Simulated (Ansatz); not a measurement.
```xyz
9

C    -1.3892   -0.5227    0.4189
C    -0.0660   -0.6506    0.3624
Si    0.9923    0.6084   -0.4278
F     0.1174    1.7953   -0.9893
F     1.8245    0.0160   -1.6300
F     2.0410    1.2204    0.5793
H    -2.0180   -1.2726    0.8893
H    -1.8997    0.3375   -0.0028
H     0.3977   -1.5316    0.8001
```

Total charge 0; spin multiplicity 1.

(1) List the r2SCAN/def2-TZVPP orbital energies in eV (Ansatz 0.2.0). (Estimate.)

Results:

(1) Ansatz gave: Occupied: -1793.50, -666.66, -666.58, -666.58, -274.08, -273.65, -143.67, -98.58, -98.57, -98.49, -32.29, -31.61, -31.55, -20.72, -15.89, -14.50, -13.06, -12.90, -12.76, -11.91, -11.53, -11.51, -10.88, -10.87, -10.77, -10.42, -8.81, -7.94. Lowest empty: -1.98, 0.92, 1.34, 2.05, 2.50, 2.90, 3.20, 4.60.
